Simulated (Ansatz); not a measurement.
Geometry optimisation, Ansatz 0.2.0, RKS PBE/STO-3G.

input.yaml

```yaml
crystal:
  periodic: [false, false, false]
  atoms:
    - { symbol: C, position_ang: [-1.2075, -0.6876, -0.0868] }
    - { symbol: Al, position_ang: [0.2162, -0.0252, 1.0848] }
    - { symbol: "N", position_ang: [1.7063, 0.8606, 0.3209] }
    - { symbol: C, position_ang: [1.882, 1.0601, -0.9223] }
    - { symbol: O, position_ang: [1.8768, 1.2276, -2.158] }
    - { symbol: H, position_ang: [-2.0437, -1.1113, 0.513] }
    - { symbol: H, position_ang: [-1.66, 0.2288, -0.6325] }
    - { symbol: H, position_ang: [-0.8184, -1.3544, -0.8402] }
    - { symbol: H, position_ang: [0.1369, -0.2449, 2.704] }
basis:
  gaussian: { orbitals: STO-3G }
hamiltonian:
  xc: pbe
relax:
  f_tol: 0.02
  max_steps: 40
scf:
  lower_state_search: "off"
```

Launched with:

```bash
$ ansatz run input.yaml --threads 1 --pin off --max-ram 2048MiB --backend cpu --events-out ev --progress --plain --runs-dir out
```

Task: Where does it end, and by what steps?

Result: The forces met the threshold. Limits of this set-up: minimal basis. After 10 steps the energy has fallen by 0.589 eV; O5 moved furthest, 0.59 Å.

| step | energy less start (eV) | largest force component (eV/Å) | accepted |
| --- | --- | --- | --- |
| 0 | 0.0000 | 3.000 | yes |
| 1 | -0.4322 | 1.167 | yes |
| 2 | -0.5061 | 0.749 | yes |
| 3 | -0.5532 | 0.696 | yes |
| 4 | -0.5762 | 0.260 | yes |
| 5 | -0.5794 | 0.627 | yes |
| 6 | -0.5846 | 0.282 | yes |
| 7 | -0.5873 | 0.199 | yes |
| 8 | -0.5884 | 0.136 | yes |
| 9 | -0.5886 | 0.072 | yes |
| 10 | -0.5888 | 0.007 | yes |

```xyz
9
Properties=species:S:1:pos:R:3
C -1.309 -0.692 -0.014
Al 0.160 -0.044 1.031
N 1.500 0.753 0.175
C 1.886 1.084 -0.972
O 2.401 1.473 -2.033
H -2.078 -1.179 0.608
H -1.805 0.122 -0.570
H -0.982 -1.430 -0.767
H 0.315 -0.133 2.526
```

Whether the end is a true minimum wasn't checked by a vibrational analysis.

Time of the run: 30 s on 1 thread of Arm Neoverse N1 (shared host), peak memory 0.13 GiB.
